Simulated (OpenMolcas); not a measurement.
**Yb3+ in CaO: curves along the breathing mode**

Yb3+ with its 6 nearest oxide ions, on the Ca site of CaO (a = 4.8105 Å, distance in the model lattice 2.405 Å). The rest of the host is ab initio model potentials to 7.6 Å, with orthogonalisation functions on the cations behind the ligands, and point charges beyond; the distance is set by hand and nothing relaxes, and no local charge compensation is placed. Ligand basis ANO-RCC-VDZP.

- Program: OpenMolcas 26.06
- Method: CASSCF
- Basis: ANO-RCC-VDZP [7s6p4d2f1g]
- Scalar Hamiltonian: DKH2, point nucleus
- Active space: 13 electrons in 7 orbitals (4f)
- State averaging: 2S+1 = 2 odd, 7 roots
- Spin-orbit coupling: RASSI with atomic mean-field integrals over the reference wave functions

Spin-free energies (labels of O, the rotations of Oh) in cm-1 above the lowest fitted minimum, as all ligands move together:

```csv
R (Å),2T1,2T2,2A2
2.151,720,1420,1860
2.202,80,720,1110
2.252,2180,2750,3110
2.303,6760,7280,7600
2.354,13550,14030,14320
2.404,22180,22630,22890
2.455,32900,33310,33550
```

Cubic fits give the following; the wavenumber is harmonic, with the mass of all moving ligands, small differences in it between states hang on the degree of the fit, a number in brackets counts states of one label, and the table is a selection of at most 14 states with clean curves.

| State | R0 (Å) | Breathing mode (cm-1) | Minimum (cm-1) |
| --- | --- | --- | --- |
| 2T1 | 2.187 | 611 | 0 |
| 2T2 | 2.188 | 612 | 650 |
| 2A2 | 2.189 | 612 | 1060 |

For an f ion spin-orbit coupling outweighs the ligand field, so these spin-free curves are not those of observable levels.

Without dynamic correlation the ligand-field splitting of an f shell can come out too small, at times by half. No measured value stands beside these numbers.
